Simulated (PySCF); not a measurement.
BF2, SMILES F[B+]F, charge +1. The structure is a stationary point at PBE0-D3(BJ)/def2-TZVP.

The numbers are results of PBE0-D3(BJ)/def2-TZVP (PySCF), not measurements.

Harmonic wavenumbers (cm⁻¹): 459, 459, 1038, 2100. Rotational constants (GHz): 8.842 (linear); symmetry number 2.

### Question
Work out the zero-point energy and the ideal-gas rigid-rotor harmonic-oscillator thermochemistry at 298.15 K and 1 atm.

### Answer
ZPE = ½ Σ hcν = ½ × 4055 cm⁻¹ = 5.80 kcal/mol. H − E(el) = 8.21 kcal/mol. Entropy in cal/(mol K): translation 37.58, rotation 13.64, vibration 1.62, total 52.84. G − E(el) = -7.54 kcal/mol. Cp = 9.98 cal/(mol K).
